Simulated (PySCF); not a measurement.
Cartesian coordinates (Å):
SMILES: [OH][Al]([Br])[Br]
```xyz
5

O     -1.0223    -0.8913    -0.0044
Al     0.3577     0.0645     0.0022
Br     2.3435    -0.9454     0.0229
Br     0.2282     2.3002    -0.0089
H     -1.9071    -0.5280    -0.0119
```
Charge 0, spin multiplicity 1.

Q: Give the S1 oscillator strength, LUMO and total energy at the level PBE0-D4/def2-TZVP in PySCF 2.14.0.

A: 
```
Property                       Result
----------------------  -------------
S1 oscillator strength          0.017
LUMO                         -1.16 eV
total energy            -5466.0241 Ha
```
